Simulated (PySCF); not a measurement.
Static response to an electric field

Species: [CrO3(OH)]- (charge -1 and singlet state).
Structure used (PBE0-D3(BJ)/def2-SVP), in Å, numbered top down from 1:
```
atom  x, y, z in Å
Cr1    0.1595    0.2964    0.2768
O2     0.1133    0.2770    1.8488
O3     1.6418    0.2782   -0.2594
O4    -0.6094    1.5399   -0.3154
O5    -0.6667   -1.2069   -0.2936
H6    -0.6385   -1.1847   -1.2573
```

Level: wB97X-D/def2-SVPD (PySCF), static field, nuclei fixed, core orbitals frozen in the response. The polarisability tensor in these axes (au):

```
x   54.09 -1.69 -0.43
y   -1.69 52.00 -0.81
z   -0.43 -0.81 56.25
```

**Question.** What are the eigenvalues, a third of the trace, and Δα (Δα² = ½Σ(αi − αj)² over the three pairs)?

**Answer.** Principal values 50.90, 55.03 and 56.41 au; mean 54.12 au = 8.02 Å³ = 8.92 × 10⁻⁴⁰ C²·m²/J; Δα = 4.97 au (9 % of the mean).

**Question.** Sum over states: ᾱ = Σ f/ω², ω in Eh. What share falls to these 15 lowest TDDFT singlets (eV, f)? 3.46, 0.0011; 3.54, 0.0011; 4.09, 0.0024; 4.21, 0.0112; 4.39, 0.0052; 4.42, 0.0046; 4.73, 0.0000; 5.03, 0.0024; 5.05, 0.0084; 5.12, 0.0001; 5.33, 0.0068; 5.34, 0.0049; 5.67, 0.0094; 5.68, 0.0000; 5.77, 0.0004.

**Answer.** They add up to 1.93 au, 3.6 % of the 54.12 au; the largest single term is 0.47 au, from the state at 4.21 eV. Terms in order: 0.07, 0.06, 0.11, 0.47, 0.20, 0.17, 0.00, 0.07, 0.24, 0.00, 0.18, 0.13, 0.22, 0.00, 0.01 au. Higher excitations give the rest. The strengths listed sum to 0.058.

**Question.** Give the principal axes and the span of the nuclei along them.

**Answer.** Largest value along (-0.07, -0.15, 0.99), where the nuclei span 2.78 Å; middle along (0.87, -0.48, -0.01), 2.58 Å; least along (0.48, 0.86, 0.17), 2.52 Å. 

**Question.** Give the eigenvalues of the traceless quadrupole moment Θ = ½Σq(3rr − r²1), origin at the centre of nuclear charge.

**Answer.** -3.81, -2.62, 6.44 D·Å. The values depend on the origin, since the species is charged. The electronic extent ⟨r²⟩ about the same centre is 426 bohr², a root-mean-square distance of 1.43 Å for the 58 electrons.

**Question.** Rayleigh depolarisation ratio (linearly polarised light, static tensor)?

**Answer.** ρ = 3Δα²/(45ᾱ² + 4Δα²) = 74.0/(131780 + 98.7) = 0.000561.

Isolated species at its PBE0-D3(BJ)/def2-SVP geometry, gas phase. The geometry's basis has no diffuse functions.

These values come from a run that also computed excited states. Time: 18 s wall. Hardware: one thread of an Arm Neoverse V1, no GPU (shared host).

wB97X-D is run here without its empirical dispersion term; that term would change no orbital, density or response property at a fixed geometry.
